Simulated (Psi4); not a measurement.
Input for Psi4:
```
memory 2 GB

molecule mol {
-1 2
  B     0.021499   -0.024573   -0.047590
  Br   -1.605477   -1.162906   -0.121495
  Br    0.015551    1.768901   -0.903003
  Br    1.586854   -0.602485    1.031296
}

set basis sto-3g
set reference uks

energy('pbe')
print_variables()
```

Problem. What number of basis functions does PBE/STO-3G (Psi4 1.11) give?

Solution. 59

Problem. Estimate the nuclear repulsion energy that PBE/STO-3G returns for this input.

Solution. 705.1336 Eh

Problem. Predict the total energy from PBE/STO-3G.

Solution. -7661.2029 Eh

A gas-phase anion may not be bound at this level; its values then depend on the basis.

These values belong to the state on which the SCF converged, which isn't shown to be the lowest.
